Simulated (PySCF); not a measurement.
A GIAO shielding run with PySCF 2.14.0 with density-fitted response routines (density fitting, non-relativistic, gas phase) on `C(#N)C[C@@H]([SiH3])C(=C=O)C=O`, C$_{6}$H$_{7}$NO$_{2}$Si:

```
$ OMP_NUM_THREADS=1 python probes_run.py task.json out

{"job": {"kind": "nmr", "xc": "PBE0", "basis": "pcSseg-1"}, "charge": 0, "multiplicity": 1}
N     -1.234800    -2.241519     1.295908
C     -1.251804    -1.557989     0.379873
C     -1.219385    -0.711916    -0.784273
C     -0.122791     0.355414    -0.649823
Si    -0.653012     1.701756     0.639493
C      1.189772    -0.296416    -0.252518
C      1.808539    -1.012066    -1.156643
O      2.294081    -1.595761    -2.028537
C      1.616562    -0.104178     1.098995
O      1.031437     0.643723     1.856713
H     -1.052539    -1.351594    -1.659456
H     -2.191937    -0.224867    -0.895520
H     -0.005173     0.833438    -1.625088
H     -1.370550     1.155303     1.778702
H      0.361237     2.738856     0.759854
H     -1.714927     2.333389    -0.193420
H      2.508294    -0.653543     1.425829
```

Hardware: 1 thread of an Arm Neoverse V2, shared host. The job also computes population analyses, field gradients.

(1) How large is the calculation?

(2) How long does it take, and how much memory does it need?

Answers

(1) 80 electrons, 212 basis functions and 1115 auxiliary functions.

(2) 41 s of wall time, with 15 SCF cycles and 5 response iterations; peak memory 1 GiB. Times on a shared host scatter by some tens of per cent.
